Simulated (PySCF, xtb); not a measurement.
C₄H₁₀OSi, SMILES C1([SiH2]C)COC1. Other conformers were not sampled.

Harmonic wavenumbers (cm⁻¹) from GFN2-xTB (xtb) at its own minimum, in rising order: 48, 71, 119, 135, 265, 285, 459, 564, 636, 681, 758, 780, 814, 821, 842, 898, 1009, 1022, 1042, 1081, 1112, 1116, 1129, 1204, 1250, 1263, 1280, 1371, 1480, 1487, 1489, 1499, 2217, 2237, 2897, 2902, 2931, 2937, 2971, 3033, 3036, 3052.

Problem. What does PySCF 2.14.0 with PBE-D3(BJ)/def2-SVP give at its own minimum? (Estimate from the structure and the level; the computed values follow.)

Solution. 49, 61, 124, 160, 254, 277, 470, 547, 656, 688, 716, 807, 852, 867, 877, 913, 935, 983, 995, 1044, 1066, 1114, 1133, 1189, 1207, 1217, 1263, 1332, 1384, 1386, 1446, 1474, 2144, 2148, 2907, 2923, 2958, 2964, 2977, 3014, 3075, 3080. Paired by order, the mean absolute difference is 32 cm⁻¹ and the zero-point energies are 80.4 and 79.6 kcal/mol.
